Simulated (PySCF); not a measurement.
PySCF input file for CHF, SMILES [CH]F (connectivity only; charge and spin as stated), neutral, multiplicity 1, B3LYP/pcSseg-2. Geometry: B3LYP-D3(BJ)/def2-TZVPD. The isomer is the one that the SMILES or the coordinates give; other isomers of the formula were not compared.

```python
import numpy as np
from pyscf import gto, scf, dft
from pyscf.prop.nmr import rks as nmr

mol = gto.M(
    atom='''
    C    -0.18827936   -0.70068260    0.00000000
    F     0.03068065    0.59141964    0.00000000
    H     0.85355028   -1.11868123    0.00000000
    ''',
    basis='pcSseg-2',
    charge=0,
    spin=0,
    max_memory=1600,
    verbose=3,
)
mf = dft.RKS(mol, xc='b3lyp')
mf.grids.level = 3
mf.conv_tol = 1e-10
mf.max_cycle = 100
mf.kernel()
n = nmr.NMR(mf)
n.verbose = 2
n.max_cycle_cphf = 60
sigma = n.kernel()
print('atom   isotropic/ppm   span/ppm')
for i, s in enumerate(sigma):
    w = np.linalg.eigvalsh((s + s.T) / 2)
    print(f'{mol.atom_symbol(i):2s}{i + 1:3d} {w.mean():14.3f} {w[2] - w[0]:11.3f}')
```

Log of the run:

```
converged SCF energy = -138.468818735081
atom   isotropic/ppm   span/ppm
C   1       -586.031    1727.008
F   2       -540.064    2322.273
H   3         12.629      51.238
```

The calculation finished and met its thresholds.
